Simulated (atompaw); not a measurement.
## What one change does to a pseudopotential (Mn, PAW (atompaw))

```json
{
 "Element": "Mn",
 "Generator": "atompaw 4.2.0.5",
 "Type": "PAW",
 "Functional": "LDA (PW92)",
 "Relativity": "scalar-relativistic",
 "Frozen core": "[Ar]",
 "Valence charge": "7",
 "Reference configuration": "3d5 4s1.75 4p0.25",
 "Partial waves": "4s (bound): rc 3.00 bohr; 4s channel at 0.6 Ry: rc 3.00 bohr; 4p (bound): rc 3.00 bohr; 4p channel at 3.95 Ry: rc 3.00 bohr; 3d (bound): rc 1.80 bohr; 3d channel at -0.1 Ry: rc 1.80 bohr",
 "Local potential": "vpsmatchnc scheme with l = 3 at 0 Ry, radius 2.70 bohr",
 "Core correction": "smooth core density matched at 2.60 bohr",
 "Augmentation charge": "sinc compensation charge, radius 2.20 bohr; PAW radius 3.00 bohr; waves and projectors: custom polynom2 7 10 vanderbiltortho"
}
```

Change: augmentation sinc compensation charge, radius 2.20 bohr; PAW radius 3.00 bohr; waves and projectors: custom rrkj vanderbiltortho.

Cutoffs: the cutoffs (Ry, on a coarse ladder) from which the occupation-weighted sum of valence levels, in a spherical-Bessel basis at the reference potential, stays within 10 and 1 mRy of its value at 400 Ry; they do not see the model core or the augmentation charge, which bear on the density cutoff.

Q: What does the change do?

A: The potential gets neither clearly harder nor softer (25 Ry and 110 Ry → 30 Ry and 50 Ry); the range in which the d phases agree widens (upper end 3.7 → 4.8); neither file shows a bound ghost.

```tsv
quantity	base	changed
cutoff, loose	25 Ry	30 Ry
cutoff, tight	110 Ry	50 Ry
loose cutoff by channel (10 mRy a level)	s 6 Ry, p 6 Ry, d 21 Ry	s 6 Ry, p 6 Ry, d 30 Ry
bound ghosts	none	none
s: phases at 3.00 bohr within 0.05 rad from the reference energy up to (Ry; the scan ends near 5)	1.0	0.8
p: phases at 3.00 bohr within 0.05 rad from the reference energy up to (Ry; the scan ends near 5)	4.3	to the end of the scan
d: phases at 3.00 bohr within 0.05 rad from the reference energy up to (Ry; the scan ends near 5)	3.7	4.8
lowest overlap eigenvalue by channel	s 0.86, p 0.75, d 0.95	s 0.30, p 0.37, d 1.00
```

 The cutoffs see the waves, projectors and local potential, not the compensation charge or the core.
